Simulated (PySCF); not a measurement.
C2H5Cl2Si, multiplicity 2. Atoms are numbered in the order given.

```xyz
10

C     -1.2631    -1.5129    -0.6633
Si     0.0501    -0.3488    -0.1047
C      1.7660    -1.0852    -0.1016
Cl    -0.4202     0.3125     1.8204
Cl     0.0255     1.3313    -1.3471
H     -1.0422    -2.5440    -0.9883
H     -2.3253    -1.2183    -0.6991
H      1.8063    -1.9602     0.5781
H      2.5074    -0.3378     0.2424
H      2.0442    -1.4125    -1.1237
```
Charge 0, spin multiplicity 2.

The structure is a stationary point at PBE-D3(BJ)/def2-SVP. The isomer is the one that the SMILES or the coordinates give; other isomers of the formula were not compared.

These are PySCF 2.14.0 with TDA-ωB97X/def2-SVPD values and carry that method's errors.

Vertical excitations. 

```
state    energy (eV)  λ (nm)      f                                                                                                                             main pairs
-------  -----------  ------  -----  -------------------------------------------------------------------------------------------------------------------------------------
root 1          4.34     285  0.004                                                                               β HOMO→LUMO 62 %, β HOMO−3→LUMO 11 %, β HOMO−4→LUMO 10 %
root 2          5.82     213  0.004                                                         β HOMO−3→LUMO 45 %, β HOMO−9→LUMO 15 %, β HOMO−4→LUMO 12 %, β HOMO−7→LUMO 11 %
root 3          5.84     212  0.007                                                                                                                     β HOMO−1→LUMO 97 %
root 4          6.10     203  0.001                                                           β HOMO−4→LUMO 30 %, β HOMO−3→LUMO 21 %, β HOMO−9→LUMO 21 %, β HOMO→LUMO 20 %
root 5          6.19     200  0.015                                                                                                                     β HOMO−2→LUMO 96 %
root 6          6.89     180  0.001                      α HOMO→LUMO 19 %, α HOMO→LUMO+1 17 %, α HOMO→LUMO+3 5 %, β HOMO−5→LUMO 21 %, β HOMO−3→LUMO 8 %, β HOMO−7→LUMO 6 %
root 7          6.94     179  0.007  α HOMO→LUMO 22 %, α HOMO→LUMO+1 11 %, α HOMO→LUMO+3 8 %, β HOMO−5→LUMO 20 %, β HOMO−3→LUMO 10 %, β HOMO−4→LUMO 7 %, β HOMO−7→LUMO 6 %
root 8          7.17     173  0.018                                                                               α HOMO→LUMO+1 53 %, α HOMO→LUMO 21 %, α HOMO→LUMO+3 16 %
root 9          7.60     163  0.005                                                         β HOMO−5→LUMO 27 %, β HOMO−4→LUMO 25 %, β HOMO−9→LUMO 20 %, β HOMO−7→LUMO 11 %
root 10         7.74     160  0.009                                                                                                  α HOMO→LUMO+2 9 %, β HOMO−6→LUMO 74 %
```
Unrestricted roots are not spin-pure.
